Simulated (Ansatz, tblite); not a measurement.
Removing an electron: the cluster HgS2⁻ (the lowest doublet isomer of a short search). The state is a doublet with charge -1. Geometry: PBE-D4/def2-TZVPD. Ansatz, gas phase; energy differences of separate SCF runs; the oxidised species is a triplet (the singlet lies 1.26 eV higher at PBE0-D4/def2-TZVPD).

```xyz
3

Hg    0.000    0.000    0.000
S    -1.920   -0.086    1.258
S     1.920    0.086   -1.258
```

In the def2 sets Hg takes a core potential; there is no spin–orbit coupling. The xTB rows come from tblite. HOMO above LUMO, or a gap near zero within one spin, warns that the state may not be the lowest or that an electron is smeared out. The structure comes from a short search, and lower isomers may exist.

```tsv
level	−HOMO (eV)	vertical IE (eV)	−LUMO (eV)	HOMO–LUMO gap (eV)	remarks
GFN1-xTB	–	8.45	–	–	–
GFN2-xTB	–	8.84	–	–	–
PBE-D4/def2-TZVPD	0.68	3.24	0.59	0.09	gap within one spin near zero (-1 doublet)
r2SCAN-D4/def2-TZVPD	0.86	3.29	0.53	0.33	–
PBE0-D4/def2-TZVPD	1.69	3.20	0.00	1.68	–
```

  HOMO and LUMO are the levels of the spin that leaves or enters (xTB has no such levels and no spin-polarisation term). Other spin states of the ions may lie lower, which would lower the ionisation energy or raise the affinity. Raw xTB energy differences between charge states are shifted by several eV; the methods need an empirical correction for them.
